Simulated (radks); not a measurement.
Values are calculated unless marked as measured or tabulated.
Species: Zn0.2+. Configuration: [He] 2s1.8 2p6 3s2 3p6 3d10 4s2 (fractional occupations, a model configuration).

Level of theory: Dirac Kohn-Sham, PBE, spin-unpolarised, spherical densities, finite nucleus; Fermi nuclear charge, rms radius 3.9283 fm (a radial shooting solver on a logarithmic mesh with Libxc functionals).

Energy parts (hartree):
| part | energy |
|---|---|
| total | -1787.52862 |
| kinetic | 1820.49203 |
| electron-nucleus | -4309.19453 |
| Hartree | 772.29239 |
| exchange-correlation | -71.11851 |

Orbitals (lengths in bohr, moments of r in powers of bohr; r(90%) holds 90 % of the orbital's charge):
orbital	occ.	eigenvalue (hartree)	r(90%)	<r^2>	<1/r>	small-component weight
1s1/2	2	-350.5741	0.0899	0.003404	30.23	1.17e-02
2s1/2	1.8	-42.91650	0.349	0.06009	6.633	2.25e-03
2p1/2	2	-37.87573	0.320	0.04694	6.590	2.23e-03
2p3/2	4	-36.99415	0.325	0.04845	6.433	2.19e-03
3s1/2	2	-4.88056	1.02	0.5319	2.105	5.03e-04
3p1/2	2	-3.27269	1.08	0.5825	1.974	4.54e-04
3p3/2	4	-3.15860	1.10	0.6005	1.935	4.43e-04
3d3/2	4	-0.49987	1.55	1.043	1.548	3.06e-04
3d5/2	6	-0.48609	1.56	1.063	1.536	3.03e-04
4s1/2	2	-0.28509	3.94	7.658	0.5094	4.08e-05

The highest occupied level is 4s1/2 at -7.758 eV. Summed over all electrons, <r^2> = 30.90 bohr^2, which gives a Langevin (diamagnetic) susceptibility term of -24.5 x 10^-6 cm^3/mol. The electron density at the nucleus is 2.488e+04 e/bohr^3.
